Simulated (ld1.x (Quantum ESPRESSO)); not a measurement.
**An all-electron radial function and its pseudo partner (Cu (Z = 29))**

Columns: radius, all-electron u(r) and pseudo u(r) of the 4s shell (level -4.61 eV) of copper in the configuration [Ar] 3d10 4s1 4p0; PBE, scalar-relativistic, TM scheme, ld1.x (Quantum ESPRESSO) 7.5.

| r (bohr) | all-electron | pseudo |
| --- | --- | --- |
| 0.138 | -0.1448 | -0.0181 |
| 0.275 | -0.0103 | -0.0376 |
| 0.413 | 0.1968 | -0.0603 |
| 0.550 | 0.2513 | -0.0877 |
| 0.688 | 0.1847 | -0.1220 |
| 0.825 | 0.0623 | -0.1644 |
| 0.963 | -0.0745 | -0.2165 |
| 1.100 | -0.2019 | -0.2771 |
| 1.238 | -0.3130 | -0.3443 |
| 1.375 | -0.4035 | -0.4124 |
| 1.513 | -0.4755 | -0.4761 |
| 1.650 | -0.5298 | -0.5290 |
| 1.788 | -0.5695 | -0.5692 |
| 1.925 | -0.5962 | -0.5962 |
| 2.062 | -0.6124 | -0.6124 |
| 2.200 | -0.6198 | -0.6198 |
| 2.338 | -0.6200 | -0.6200 |
| 2.475 | -0.6143 | -0.6143 |
| 2.613 | -0.6039 | -0.6039 |
| 2.750 | -0.5900 | -0.5900 |
| 2.888 | -0.5730 | -0.5730 |
| 3.025 | -0.5541 | -0.5541 |
| 3.162 | -0.5336 | -0.5336 |
| 3.300 | -0.5119 | -0.5119 |
| 3.438 | -0.4896 | -0.4896 |
| 3.575 | -0.4672 | -0.4672 |

(1) How many radial nodes do the two functions have?

(2) At about which radius was the pseudo-wave matched?

(3) Is the pseudo-wave norm-conserving?

## Answers

(1) The all-electron 4s function has n − l − 1 = 3 (the table is too coarse to show those close to the nucleus); the pseudo-wave has 0, since the states of the same l below it are removed with the core.

(2) 2.10 bohr. The columns agree to 0.0005 from 1.79 bohr on; several derivatives are matched, so the curves merge somewhat inside the radius.

(3) Yes: the TM scheme keeps the norm inside the radius equal to the all-electron one, which fixes the energy derivative of the logarithmic derivative at the level.
